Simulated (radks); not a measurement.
The numbers below are computed, except where a source is named.
Charge is removed step by step from the 3d down level of Pd19+, starting from [Ar] 3d(up 5, down 4). Code: a radial shooting solver on a logarithmic mesh with Libxc functionals. Model: scalar-relativistic Kohn-Sham, LDA (Slater exchange, Perdew-Wang correlation), spin-polarised, spherical densities, finite nucleus; Fermi nuclear charge, rms radius 4.5318 fm.

| removed (e) | E - E(0) (eV) | eigenvalue (eV) | E minus straight line (eV) |
|---|---|---|---|
| 0 | 0.000 | -843.29 | 0.000 |
| 0.25 | 212.68 | -858.64 | -5.793 |
| 0.5 | 429.21 | -874.08 | -7.738 |
| 0.75 | 649.61 | -889.60 | -5.814 |
| 1 | 873.90 | -905.21 | 0.000 |

Removing the whole electron costs 873.90 eV by Delta-SCF, against 843.29 eV from minus the eigenvalue at the starting occupation. Slater's transition state (half an electron removed) gives 874.08 eV. Integrating minus the eigenvalue over the occupation (Janak's theorem) gives 874.13 eV. In this scalar-relativistic scheme the density is built from large components alone, so the theorem holds only approximately. The mean slope of the eigenvalue, de/dn, is 61.9 eV per electron. Ionisation energy of Pd19+ in the NIST Atomic Spectra Database: 869 eV (theoretical).
